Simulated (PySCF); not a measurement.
# Electron correlation in Sc (scandium, neutral)

[Ar] 3d1 4s2, 2D determinant. Calculation: PySCF 2.14, in x2c-QZVPPall (11s7p5d3f2g, 96 functions); scalar relativity by spin-free X2C-1e. Frozen: [Ar]; 3 electrons correlated.

```csv
level,correlation energy (mhartree)
CCSD,-40.28
(T),-1.16
CCSD(T),-41.44
```

Diagnostics: T1 = 0.028, D1 = 0.0503, largest double amplitude 0.098.

Cost of the coupled-cluster step: of the order of 25 core-seconds, for 3 correlated electrons.

Iterations:

```
CC2 = 0
CCSD nocc = (np.int64(2), np.int64(1)), nmo = (87, 87)
frozen orbitals [[0, 1, 2, 3, 4, 5, 6, 7, 8], [0, 1, 2, 3, 4, 5, 6, 7, 8]]
max_cycle = 100
direct = 0
conv_tol = 1e-08
conv_tol_normt = 1e-06
diis_space = 8
diis_start_cycle = 0
Init t2, MP2 energy = -0.029980609704658
Init E_corr(UCCSD) = -0.0299806097106457
cycle = 1  E_corr(UCCSD) = -0.03499703260367  dE = -0.00501642289  norm(t1,t2) = 0.0651929
cycle = 2  E_corr(UCCSD) = -0.0375994295475493  dE = -0.00260239694  norm(t1,t2) = 0.0339315
cycle = 3  E_corr(UCCSD) = -0.0400473817083263  dE = -0.00244795216  norm(t1,t2) = 0.0187791
cycle = 4  E_corr(UCCSD) = -0.0401576661335666  dE = -0.000110284425  norm(t1,t2) = 0.00481664
cycle = 5  E_corr(UCCSD) = -0.0401971192376714  dE = -3.94531041e-05  norm(t1,t2) = 0.00305531
cycle = 6  E_corr(UCCSD) = -0.0402692625975549  dE = -7.21433599e-05  norm(t1,t2) = 0.00206351
cycle = 7  E_corr(UCCSD) = -0.0402587874164585  dE = 1.04751811e-05  norm(t1,t2) = 0.00106262
cycle = 8  E_corr(UCCSD) = -0.0402804209592399  dE = -2.16335428e-05  norm(t1,t2) = 0.000398011
cycle = 9  E_corr(UCCSD) = -0.0402788699833293  dE = 1.55097591e-06  norm(t1,t2) = 0.000212795
cycle = 10  E_corr(UCCSD) = -0.0402783312629877  dE = 5.38720342e-07  norm(t1,t2) = 0.000132453
cycle = 11  E_corr(UCCSD) = -0.0402789032805239  dE = -5.72017536e-07  norm(t1,t2) = 7.50997e-05
cycle = 12  E_corr(UCCSD) = -0.0402790372639727  dE = -1.33983449e-07  norm(t1,t2) = 3.96694e-05
cycle = 13  E_corr(UCCSD) = -0.0402785069023066  dE = 5.30361666e-07  norm(t1,t2) = 2.25196e-05
cycle = 14  E_corr(UCCSD) = -0.0402785653827163  dE = -5.84804096e-08  norm(t1,t2) = 9.35776e-06
cycle = 15  E_corr(UCCSD) = -0.040278634547839  dE = -6.91651227e-08  norm(t1,t2) = 3.84233e-06
cycle = 16  E_corr(UCCSD) = -0.0402785512986854  dE = 8.32491535e-08  norm(t1,t2) = 2.01274e-06
cycle = 17  E_corr(UCCSD) = -0.0402785393192123  dE = 1.19794731e-08  norm(t1,t2) = 9.72319e-07
cycle = 18  E_corr(UCCSD) = -0.0402785351413535  dE = 4.17785884e-09  norm(t1,t2) = 5.81483e-07
UCCSD converged
E(UCCSD) = -763.3367153722393  E_corr = -0.0402785351413535
UCCSD(T) correction = -0.00116328994682974
```
